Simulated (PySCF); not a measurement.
## Partial charges of `CS[Si@@H](Cl)/C=C\[SiH3]`

C3H9ClSSi2.
Cartesian coordinates in Å at the GFN2-xTB level; atoms count from 1:
```
atom  x, y, z in Å
C1     3.5667   -0.2881    0.6244
S2     2.3505   -0.4698   -0.7152
Si3    0.5297   -0.0820    0.3645
Cl4    0.6965    1.6569    1.3938
C5    -0.7692    0.0038   -0.9828
C6    -2.0847    0.1101   -0.8106
Si7   -3.0537    0.2036    0.8012
H8     3.4651    0.6947    1.0734
H9     3.4105   -1.0655    1.3657
H10    4.5477   -0.3938    0.1741
H11    0.3583   -1.1419    1.3533
H12   -0.3757   -0.0411   -1.9947
H13   -2.7015    0.1510   -1.7047
H14   -3.9434   -0.9598    0.8493
H15   -2.1605    0.1943    1.9584
H16   -3.8441    1.4366    0.7734
```

Density: PBE0/pcSseg-1 (PySCF); schemes: Mulliken, IAO, Hirshfeld and ESP-fitted. The structure is a single GFN2-xTB conformer in the gas phase; no vibrational or solvent corrections.

Task: Atoms with like bonding are taken together and averaged. For which atoms does the sign change between the 4 schemes (beyond +0.03 e in one, beyond −0.03 e in another)?

Result: For none.

Task: At which atom do the 4 schemes differ most?

Result: At Si3: from +0.252 (ESP-fitted) to +0.831 e (IAO), 0.579 e apart.

Task: What partial charge does each atom carry?

Result: In e; atoms taken as equivalent share a row and are averaged (×n: the atom named and its like, n in all):

| atom | environment | Mulliken | IAO | Hirshfeld | ESP-fitted |
| --- | --- | --- | --- | --- | --- |
| C1 | S-methyl carbon | -0.397 | -0.499 | -0.117 | -0.336 |
| S2 | sulfur bonded to C and Si | -0.309 | -0.174 | -0.098 | -0.238 |
| Si3 | chlorine-bound silicon | +0.761 | +0.831 | +0.320 | +0.252 |
| Cl4 | silicon-bound chlorine | -0.300 | -0.312 | -0.108 | -0.133 |
| C5 | alkene CH carbon | -0.415 | -0.415 | -0.136 | -0.222 |
| C6 | alkene CH carbon | -0.386 | -0.379 | -0.117 | -0.250 |
| Si7 | SiH3 silicon | +0.539 | +0.600 | +0.314 | +0.432 |
| H8/H9/H10 | methyl hydrogen | +0.161 | +0.164 | +0.046 | +0.152 |
| H11 | Si–H hydrogen | -0.025 | -0.128 | -0.075 | +0.006 |
| H12 | vinylic hydrogen | +0.146 | +0.163 | +0.046 | +0.174 |
| H13 | vinylic hydrogen | +0.137 | +0.157 | +0.049 | +0.145 |
| H14/H15/H16 | Si–H hydrogen | -0.078 | -0.112 | -0.072 | -0.095 |

Mean size of the charges over all atoms: IAO 0.280 e, Mulliken 0.258 e, ESP-fitted 0.183 e, Hirshfeld 0.108 e. Each set sums to the total charge, 0, to within 0.001 e. The ESP scheme is a least-squares fit of atom-centred charges to the potential on four shells outside the van der Waals surface, with the total charge fixed. The IAO scheme projects the occupied orbitals on a minimal set of polarised atomic orbitals and counts the electrons in each atom's part of it.

Some averages cover members that differ in this geometry: H8/H9/H10, ESP-fitted +0.132 to +0.187 e.

Task: How many electrons does the ESP-fitted scheme count on C6?

Result: Z − q = 6 − (-0.250) = 6.250.

Task: Sum the charges by element, for elements with more than one atom.

Result: 
```csv
element,atoms,Mulliken,IAO,Hirshfeld,ESP-fitted
C,3,-1.198,-1.293,-0.370,-0.809
Si,2,+1.301,+1.431,+0.634,+0.684
H,9,+0.507,+0.348,-0.058,+0.496
```

Task: How closely do the schemes follow one another over all atoms?

Result: Correlation coefficient and root-mean-square difference: Mulliken with IAO 0.99, 0.057 e; IAO with Hirshfeld 0.97, 0.217 e; Mulliken with Hirshfeld 0.96, 0.196 e; Mulliken with ESP-fitted 0.93, 0.152 e; IAO with ESP-fitted 0.92, 0.177 e; Hirshfeld with ESP-fitted 0.89, 0.106 e.
